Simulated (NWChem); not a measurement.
# BH₂SeCl; SMILES ClB[SeH]

```xyz
5

B      0.7541     0.6031     0.0000
Cl    -0.1568     2.0950     0.0000
H      1.9558     0.6446     0.0000
Se    -0.0475    -1.1353     0.0000
H     -1.4454    -0.6749     0.0000
```
Atoms are numbered in this order, from 1.

All runs: NWChem. Pople sets run with spherical d functions. Coordinates come from a PBE0/def2-SVP optimisation.

Task: Among these, which level gives the highest value of “highest occupied level (eV)”?
(A) B3LYP/6-311G**
(B) B3LYP/STO-3G
(C) B3LYP/6-31G*
(D) B3LYP/3-21G

Result: B, B3LYP/STO-3G. Values: B3LYP/6-311G** -7.63; B3LYP/3-21G -7.56; B3LYP/6-31G* -7.50; B3LYP/STO-3G -5.66
